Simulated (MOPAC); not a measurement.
MOPAC input (AM1):

```
AM1 PRECISE GNORM=0.05 LET XYZ UHF MS=0.5 GEO-OK AUX(PRECISION=9) THREADS=1
H5F2Si3

F    -0.01299500 1    1.28832100 1   -1.35514000 1
Si    0.07111700 1    0.39141800 1   -0.02609400 1
F     0.28724700 1    1.40417200 1    1.20088900 1
Si    1.96829300 1   -0.96108700 1   -0.18764300 1
Si   -1.99335400 1   -0.69987800 1    0.26586900 1
H     2.20872600 1   -1.75699300 1    1.04316000 1
H     1.92589900 1   -1.86612400 1   -1.36461400 1
H    -3.10795400 1    0.27344000 1    0.35267900 1
H    -2.21055000 1   -1.60884100 1   -0.88415100 1
H    -1.92916600 1   -1.50026700 1    1.51133700 1
```

Output:

```
 *******************************************************************************
 **                                                                           **
 **                              MOPAC v23.2.5                                **
 **                                                                           **
 *******************************************************************************
 ** MOPAC's Digital Object Identifier: https://doi.org/10.5281/zenodo.6511958 **
 **                                                                           **
 ** Please cite the open-source release paper for use of this MOPAC version:  **
 ** J. E. Moussa and J. J. P. Stewart (2026)                                  **
 ** MOPAC: An open-source semiempirical molecular orbital program             **
 ** J. Open Source Softw., 11(119), 8025, https://doi.org/10.21105/joss.08025 **
 *******************************************************************************

                              AM1 CALCULATION RESULTS

 *******************************************************************************
 *  AM1        - The AM1 Hamiltonian to be used
 *  GEO-OK     - OVERRIDE INTERATOMIC DISTANCE AND OTHER SAFETY CHECKS
 *  UHF        - UNRESTRICTED HARTREE-FOCK CALCULATION
 *  MS=        - IN MECI, MAGNETIC COMPONENT OF SPIN =  0.5
 *  LET        - OVERRIDE SOME SAFETY CHECKS
 *  PRECISE    - TIGHTER CRITERIA TO BE USED
 *  XYZ        - CARTESIAN COORDINATE SYSTEM TO BE USED
 *  GNORM      - EXIT WHEN GRADIENT NORM DROPS BELOW 0.050
 *  AUX        - OUTPUT AUXILIARY INFORMATION
 *******************************************************************************
AM1 PRECISE GNORM=0.05 LET XYZ UHF MS=0.5 GEO-OK AUX(PRECISION=9) THREADS=1
 H5F2Si3

   ATOM   CHEMICAL          X               Y               Z
  NUMBER   SYMBOL      (ANGSTROMS)     (ANGSTROMS)     (ANGSTROMS)

     1       F         -0.01299500  *   1.28832100  *  -1.35514000  *
     2      Si          0.07111700  *   0.39141800  *  -0.02609400  *
     3       F          0.28724700  *   1.40417200  *   1.20088900  *
     4      Si          1.96829300  *  -0.96108700  *  -0.18764300  *
     5      Si         -1.99335400  *  -0.69987800  *   0.26586900  *
     6       H          2.20872600  *  -1.75699300  *   1.04316000  *
     7       H          1.92589900  *  -1.86612400  *  -1.36461400  *
     8       H         -3.10795400  *   0.27344000  *   0.35267900  *
     9       H         -2.21055000  *  -1.60884100  *  -0.88415100  *
    10       H         -1.92916600  *  -1.50026700  *   1.51133700  *

          CARTESIAN COORDINATES

    NO.       ATOM           X           Y           Z

     1         F         -0.0130      1.2883     -1.3551
     2        Si          0.0711      0.3914     -0.0261
     3         F          0.2872      1.4042      1.2009
     4        Si          1.9683     -0.9611     -0.1876
     5        Si         -1.9934     -0.6999      0.2659
     6         H          2.2087     -1.7570      1.0432
     7         H          1.9259     -1.8661     -1.3646
     8         H         -3.1080      0.2734      0.3527
     9         H         -2.2106     -1.6088     -0.8842
    10         H         -1.9292     -1.5003      1.5113

  H: (AM1): M.J.S. DEWAR ET AL, J. AM. CHEM. SOC. 107 3902-3909 (1985)
  F: (AM1): M.J.S. DEWAR AND E. G. ZOEBISCH, THEOCHEM, 180, 1 (1988).
 Si: (AM1): M.J.S.DEWAR, C. JIE, ORGANOMETALLICS, 6, 1486-1490 (1987).

           Empirical Formula: H5 F2 Si3  =    10 atoms

      MOLECULAR POINT GROUP   :   Cs

          UHF CALCULATION, NO. OF ALPHA ELECTRONS =   16
                           NO. OF BETA  ELECTRONS =   15

          Geometry optimization using EF

          DIAGONAL MATRIX USED AS START HESSIAN

 CYCLE:     1  GRAD.:    77.492 HEAT: -116.7124
 CYCLE:     2  GRAD.:    90.881 HEAT: -120.7996
 CYCLE:     3  GRAD.:   251.036 HEAT: -111.4625
 CYCLE:     4  GRAD.:    58.243 HEAT: -123.1394
 CYCLE:     5  GRAD.:    69.899 HEAT: -124.2553
 CYCLE:     6  GRAD.:    29.730 HEAT: -126.6118
 CYCLE:     7  GRAD.:    43.578 HEAT: -126.9960
 CYCLE:     8  GRAD.:   217.209 HEAT: -119.6218
 CYCLE:     9  GRAD.:    29.440 HEAT: -127.8075
 CYCLE:    10  GRAD.:    37.210 HEAT: -127.5793
 CYCLE:    11  GRAD.:    16.784 HEAT: -128.3352
 CYCLE:    12  GRAD.:    13.444 HEAT: -128.4870
 CYCLE:    13  GRAD.:     6.206 HEAT: -128.6423
 CYCLE:    14  GRAD.:    12.675 HEAT: -128.9161
 CYCLE:    15  GRAD.:    19.592 HEAT: -128.9586
 CYCLE:    16  GRAD.:     7.580 HEAT: -129.1903
 CYCLE:    17  GRAD.:     5.145 HEAT: -129.3305
 CYCLE:    18  GRAD.:    11.179 HEAT: -129.3732
 CYCLE:    19  GRAD.:     5.847 HEAT: -129.4249
 CYCLE:    20  GRAD.:     1.561 HEAT: -129.4460
 CYCLE:    21  GRAD.:     1.004 HEAT: -129.4512
 CYCLE:    22  GRAD.:     1.546 HEAT: -129.4567
 CYCLE:    23  GRAD.:     1.153 HEAT: -129.4607
 CYCLE:    24  GRAD.:     0.789 HEAT: -129.4642
 CYCLE:    25  GRAD.:     0.804 HEAT: -129.4660
 CYCLE:    26  GRAD.:     1.039 HEAT: -129.4706
 CYCLE:    27  GRAD.:     2.858 HEAT: -129.4769
 CYCLE:    28  GRAD.:     2.183 HEAT: -129.4871
 CYCLE:    29  GRAD.:     5.115 HEAT: -129.6071
 CYCLE:    30  GRAD.:     3.486 HEAT: -129.6438
 CYCLE:    31  GRAD.:     3.553 HEAT: -129.6563
 CYCLE:    32  GRAD.:     1.244 HEAT: -129.6773
 CYCLE:    33  GRAD.:     1.043 HEAT: -129.6863
 CYCLE:    34  GRAD.:     0.884 HEAT: -129.6967
 CYCLE:    35  GRAD.:     0.310 HEAT: -129.6973
 CYCLE:    36  GRAD.:     0.042 HEAT: -129.6974

     GRADIENT =  0.04211 IS LESS THAN CUTOFF =  0.05000

 -------------------------------------------------------------------------------
 AM1 PRECISE GNORM=0.05 LET XYZ UHF MS=0.5 GEO-OK AUX(PRECISION=9) THREADS=1
 H5F2Si3

     GEOMETRY OPTIMISED USING EIGENVECTOR FOLLOWING (EF).
     SCF FIELD WAS ACHIEVED

                              AM1 CALCULATION
                                                       MOPAC v23.2.5 Linux

          FINAL HEAT OF FORMATION =       -129.69739 KCAL/MOL =    -542.65390 KJ/MOL

          COSMO AREA              =        162.97 SQUARE ANGSTROMS
          COSMO VOLUME            =        166.87 CUBIC ANGSTROMS

          GRADIENT NORM           =          0.04211          =       0.01332 PER ATOM
          IONIZATION POTENTIAL    =          9.251308 EV
          ALPHA SOMO LUMO (EV)    =         -9.251 -1.769
          BETA  SOMO LUMO (EV)    =         -9.682 -1.798
          NO. OF ALPHA ELECTRONS  =         16
          NO. OF BETA  ELECTRONS  =         15
          MOLECULAR WEIGHT        =        127.2928         POINT GROUP:  Cs

          MOLECULAR DIMENSIONS (Angstroms)

            Atom       Atom       Distance
            H     8    H     7     5.45269
            H     9    F     3     4.64189
            F     1    H     6     4.11384

          SCF CALCULATIONS        =         37

   ATOM   CHEMICAL          X               Y               Z
  NUMBER   SYMBOL      (ANGSTROMS)     (ANGSTROMS)     (ANGSTROMS)

     1       F          0.02521810  *   1.58883208  *  -1.33079573  *
     2      Si          0.08506539  *   0.61572251  *  -0.03775142  *
     3       F          0.31496520  *   1.70042849  *   1.14252091  *
     4      Si          1.74561273  *  -1.23377819  *  -0.14934781  *
     5      Si         -1.85794227  *  -0.91309397  *   0.25949610  *
     6       H          1.98639759  *  -1.95456714  *   1.09703024  *
     7       H          1.70010589  *  -2.06265249  *  -1.35014252  *
     8       H         -3.10509494  *  -0.14520708  *   0.37185000  *
     9       H         -1.93747465  *  -1.80702172  *  -0.90263638  *
    10       H         -1.65618631  *  -1.69932356  *   1.48305400  *

                             CARTESIAN COORDINATES

   1    F        0.025218102     1.588832083    -1.330795727
   2   Si        0.085065386     0.615722507    -0.037751422
   3    F        0.314965203     1.700428494     1.142520909
   4   Si        1.745612725    -1.233778187    -0.149347814
   5   Si       -1.857942274    -0.913093971     0.259496100
   6    H        1.986397590    -1.954567143     1.097030238
   7    H        1.700105894    -2.062652490    -1.350142523
   8    H       -3.105094939    -0.145207081     0.371850005
   9    H       -1.937474646    -1.807021723    -0.902636377
  10    H       -1.656186308    -1.699323563     1.483053996

           Empirical Formula: H5 F2 Si3  =    10 atoms

      MOLECULAR POINT GROUP   :   Cs

          ALPHA EIGENVALUES
 -48.69867 -48.26846 -18.09875 -16.71565 -16.30111 -16.11121 -15.24152 -14.77775
 -14.71910 -14.63035 -12.84955 -12.62881 -12.53230 -11.52578 -10.33626  -9.25131
  -1.76866  -1.42822   0.96879   1.27360   1.32893   1.48804   1.67693   2.06851
   2.14449

           BETA EIGENVALUES
 -48.81064 -48.38611 -18.25035 -16.83673 -16.34585 -16.21199 -15.24683 -14.95704
 -14.64060 -14.31450 -12.78649 -12.61741 -12.50778 -11.45347  -9.68188  -1.79821
  -1.55671  -1.04341   0.77066   1.27434   1.33222   1.65939   1.98253   2.10627
   2.18012

              NET ATOMIC CHARGES AND DIPOLE CONTRIBUTIONS

  ATOM NO.   TYPE          CHARGE      No. of ELECS.   s-Pop       p-Pop
    1          F          -0.424967        7.4250     1.88137     5.54360
    2         Si           1.230168        2.7698     0.85463     1.91520
    3          F          -0.424969        7.4250     1.88137     5.54360
    4         Si           0.004609        3.9954     1.01372     2.98167
    5         Si           0.054935        3.9451     0.94514     2.99993
    6          H          -0.089487        1.0895     1.08949
    7          H          -0.089512        1.0895     1.08951
    8          H          -0.086400        1.0864     1.08640
    9          H          -0.087180        1.0872     1.08718
   10          H          -0.087197        1.0872     1.08720
 DIPOLE           X         Y         Z       TOTAL
 POINT-CHG.     0.565    -0.089    -0.062     0.576
 HYBRID        -0.477    -0.349     0.071     0.596
 SUM            0.088    -0.437     0.009     0.446

          ATOMIC ORBITAL ELECTRON POPULATIONS

     Atom    s        px        py        pz
    1  F   1.88137   1.92163   1.82884   1.79313
    2 Si   0.85463   0.79087   0.70562   0.41871
    3  F   1.88137   1.91640   1.80608   1.82112
    4 Si   1.01372   1.02783   1.02595   0.92790
    5 Si   0.94514   1.05634   1.01016   0.93342
    6  H   1.08949
    7  H   1.08951
    8  H   1.08640
    9  H   1.08718
   10  H   1.08720

                    (SZ)    =    0.500000
                    (S**2)  =    0.917407

          ATOMIC ORBITAL SPIN POPULATIONS

    Atom   Total    s     px     py     pz
         Atomic
    1  F -0.0272 -0.000 -0.018 -0.011  0.003
    2 Si -0.3228 -0.087 -0.152 -0.081 -0.002
    3  F -0.0272 -0.000 -0.017 -0.011  0.002
    4 Si  1.5436  0.268  0.785  0.382  0.108
    5 Si  0.0300  0.009  0.010  0.008  0.002
    6  H -0.0950 -0.095
    7  H -0.0949 -0.095
    8  H -0.0036 -0.004
    9  H -0.0014 -0.001
   10  H -0.0014 -0.001

 **********************
 *                    *
 * JOB ENDED NORMALLY *
 *                    *
 **********************

 == MOPAC DONE ==
```

The geometry given is a B3LYP-D3(BJ)/def2-TZVP minimum.

The determinant is spin-contaminated: <S^2> is 0.92 against 0.75 for a pure state.
